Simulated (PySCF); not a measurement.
# Gas-phase XPS of `CC(=O)[SiH2][SiH3]`, computed

C₂H₈OSi₂.
Structure used (PBE0-D3(BJ)/def2-SVP), in Å, numbered top down from 1:
```
atom  x, y, z in Å
C1    -2.182    0.383    0.209
C2    -1.087   -0.345   -0.522
O3    -1.134   -0.575   -1.708
Si4    0.520   -0.912    0.423
Si5    2.243    0.492   -0.318
H6    -2.595   -0.261    1.003
H7    -2.976    0.676   -0.493
H8    -1.770    1.274    0.711
H9     0.366   -0.816    1.910
H10    0.786   -2.331    0.045
H11    3.539    0.149    0.342
H12    2.386    0.357   -1.798
H13    1.895    1.910    0.012
```

Method used: delta-SCF UKS SCAN, pcX-2 on the ionised atom, pcseg-1 elsewhere, spin-free X2C in PySCF. Binding energies are ΔSCF values: E(core-ionised, relaxed orbitals) − E(ground state) at a fixed geometry, referred to the vacuum level.

Q: List the computed XPS lines with their assignment.

A: 
```
atom(s)                       environment     level  binding energy (eV)  2p1/2 (eV)  above the level's lowest (eV)  count
     C1  methyl carbon next to a carbonyl      C 1s               291.08           –                           0.00      1
     C2                   carbonyl carbon      C 1s               292.91           –                          +1.83      1
     O3                   carbonyl oxygen      O 1s               537.63           –                           0.00      1
    Si4                      SiH2 silicon  Si 2p3/2               106.51      107.13                           0.00      1
    Si4                      SiH2 silicon     Si 1s              1846.18           –                           0.00      1
    Si5                      SiH3 silicon  Si 2p3/2               106.65      107.27                          +0.14      1
    Si5                      SiH3 silicon     Si 1s              1846.34           –                          +0.16      1
```

Lowest listed C 1s: C1, bonded to C and 3 H. Highest, 1.83 eV above it: C2, bonded to O (double bond), C and Si. Summing the Pauling electronegativity differences to the bonded atoms, each weighted by its formal bond order, gives -1.05 for the lowest site and +1.13 for the highest.

The 2 Si 1s values lie within 0.16 eV of each other; Gaussian lines of 0.5 eV full width would blend them into one maximum.

The 2 Si 2p3/2 values lie within 0.14 eV of each other.

Q: Which effective nuclear charge Zeff reproduces each element's mean 1s value in the hydrogen-like formula E = 13.606 eV × Zeff²?

A: C (Z = 6): mean 292.0 eV, Zeff = 4.63, Z − Zeff = 1.37; O (Z = 8): mean 537.6 eV, Zeff = 6.29, Z − Zeff = 1.71; Si (Z = 14): mean 1846.3 eV, Zeff = 11.65, Z − Zeff = 2.35. Means run over the listed sites, weighted by atom count.

2p3/2 and 2p1/2 are the ΔSCF energy of one spin-free 2p hole plus the eigenvalues of a spin–orbit and ligand-field matrix of the shell. 2p1/2 minus 2p3/2 (ligand field included): Si 0.62 eV. Geometry: PBE0-D3(BJ)/def2-SVP, one conformer, isolated molecule.
